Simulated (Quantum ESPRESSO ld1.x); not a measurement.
Coherent X-ray form factor from a spherical all-electron density. Method: Dirac Kohn-Sham, LDA (Slater exchange, VWN5 correlation), spin-unpolarised, spherical densities, point nucleus; computed with ld1.x of Quantum ESPRESSO 7.5.

| sin(theta)/lambda (1/angstrom) | f0 (electrons) |
|---|---|
| 0.05 | 65.326 |
| 0.1 | 63.424 |
| 0.15 | 60.603 |
| 0.2 | 57.248 |
| 0.25 | 53.706 |
| 0.3 | 50.228 |
| 0.4 | 43.954 |
| 0.5 | 38.737 |
| 0.6 | 34.385 |
| 0.8 | 27.525 |
| 1 | 22.607 |
| 1.25 | 18.613 |
| 1.5 | 16.112 |
| 2 | 12.607 |

The species is in the configuration that NIST lists as its ground one. Which atom or ion scatters so?

Answer. The erbium ion Er2+, [Xe] 4f12. Extrapolating in s^2 from the first two rows gives f0(0) = 66.0, near the electron count 66; among species with that count, the fall with angle is slower the higher Z, and the table is that of Z = 68; from so few rows the species is fixed only to a neighbour or two.
